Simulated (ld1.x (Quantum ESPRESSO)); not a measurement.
**Pd (Z = 46): one change to an RRKJ potential, before and after**

```json
{
 "Element": "palladium",
 "Generator": "ld1.x (Quantum ESPRESSO) 7.5",
 "Type": "norm-conserving RRKJ (Kleinman–Bylander form)",
 "Functional": "PBE",
 "Relativity": "scalar-relativistic",
 "Frozen core": "[Ar] 3d10",
 "Valence charge": "18",
 "Reference configuration": "4s2 4p6 4d9 5s0 5p0 (charge +1)",
 "Partial waves": "4s (bound): rc 0.90 bohr; 4d (bound): rc 1.90 bohr; 4p (bound): rc 1.10 bohr",
 "Local potential": "the p channel",
 "Core correction": "a·sin(br)/r model core inside 0.85 bohr",
 "rho0": "0.001"
}
```

All-electron outer shells of the reference configuration (PBE, scalar-relativistic, ld1.x):

| shell | level (eV) | outermost node (bohr) | outermost maximum (bohr) |
| --- | --- | --- | --- |
| 3d | -336.91 | – | 0.28 |
| 4s | -96.68 | 0.45 | 0.85 |
| 4p | -62.47 | 0.46 | 0.91 |
| 4d | -14.61 | 0.45 | 1.09 |
| 5s | -11.04 | 1.14 | 2.45 |
| 5p | -6.25 | 1.29 | 3.15 |

Change: wave 4p (bound): rc 1.10 bohr becomes 4p (bound): rc 0.96 bohr.

Cutoffs: the cutoffs (Ry, on a coarse ladder) from which the occupation-weighted sum of valence levels, in a spherical-Bessel basis at the reference potential, stays within 10 and 1 mRy of its value at 400 Ry; they do not see the model core or the augmentation charge, which bear on the density cutoff. Errors are all-electron minus pseudo energies relative to the spin-unpolarised reference configuration.

How do hardness, ghosts and transferability respond?

The potential gets neither clearly harder nor softer (180 Ry and 230 Ry → 180 Ry and 230 Ry); of the 7 tests that both files solve, the error grows in 0 and shrinks in 3 by more than 15 % and 0.3 meV (median size 15.1 → 14.7 meV); neither file shows a bound ghost. Less of the atom is replaced, so other configurations are described better.

```tsv
quantity	base	changed
cutoff, loose	180 Ry	180 Ry
cutoff, tight	230 Ry	230 Ry
bound ghosts	none	none
error for 4s2 4p6 4d10 5s0 5p0, meV [ΔE -9.12 eV]	-2.2	-2.2
error for 4s2 4p6 4d8 5s0 5p0, meV [ΔE 20.82 eV]	-0.6	-0.7
error for 4s2 4p6 4d7 5s0 5p0, meV [ΔE 55.18 eV]	+15	+15
error for 4s2 4p6 4d8 5s1 5p0, meV [ΔE 4.52 eV]	+43	+36
error for 4s2 4p5 4d10 5s0 5p0, meV [ΔE 48.05 eV]	-107	-106
error for 4s2 4p6 4d9 5s1 5p0, meV [ΔE -7.61 eV]	+24	+19
error for 4s2 4p6 4d9 5s0 5p1, meV [ΔE -3.88 eV]	+13	+11
s: phases at 2.04 bohr within 0.05 rad from the reference energy up to (Ry; the scan ends near 5)	to the end of the scan	to the end of the scan
p: phases at 2.04 bohr within 0.05 rad from the reference energy up to (Ry; the scan ends near 5)	1.2	1.4
d: phases at 2.04 bohr within 0.05 rad from the reference energy up to (Ry; the scan ends near 5)	2.8	2.8
```
